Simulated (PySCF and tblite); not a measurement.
The numbers below are computed, except where a source is named.
C8H11F3, numbered as in [F:1][C:2]([F:3])([F:4])[C:5]1=[CH:6][CH2:7][CH2:8][CH2:9][CH2:10][CH2:11]1.

The ensemble was built from 60 distance-geometry starts (ETKDG, MMFF94s, GFN2-xTB) and rests on GFN2-xTB geometries. Energies: PBE0-D3(BJ)/6-31G*, with GFN2-xTB thermal terms (modes under about 100 cm⁻¹ blended into free rotors). Symmetry numbers and mirror images are counted. Conformers within 2.5 kcal/mol (GFN2-xTB free energy) were kept, 4 at most. Codes: tblite and PySCF.

The 7-ring runs over atoms 5–6–7–8–9–10–11. Of a mirror pair one member is shown.

```csv
conformer,shape,symmetry,dipole D
1,"7-ring puckered (ring torsions 30, -81, 45, 44, -82, 32, 5°)",C1 (pair),2.89
2,"7-ring puckered (ring torsions 62, -79, 67, -67, 77, -62, 0°)",C1 (pair),2.85
```

**Question.** Which of these conformers is the most populated at 298.15 K, and with what share?

**Answer.** Conformer 2, about 89 %.

**Question.** Give the DFT energies and free energies relative to the lowest, and all weights.

**Answer.** 
| conformer | shape | E(DFT) kcal/mol | G(298.15 K) kcal/mol | weight % |
| --- | --- | --- | --- | --- |
| 1 | 7-ring puckered (ring torsions 30, -81, 45, 44, -82, 32, 5°) | 1.24 | 1.25 | 10.7 |
| 2 | 7-ring puckered (ring torsions 62, -79, 67, -67, 77, -62, 0°) | 0.00 | 0.00 | 89.3 |

**Question.** How does its share change from 250 K to 350 K?

**Answer.** From 93 % to 86 %; the mixing entropy goes from 1.90 to 2.19 cal/(mol K).


Conformer gaps in 6-31G* on xTB geometries can be 2 kcal/mol off for S=O, P=O and other polar bonds.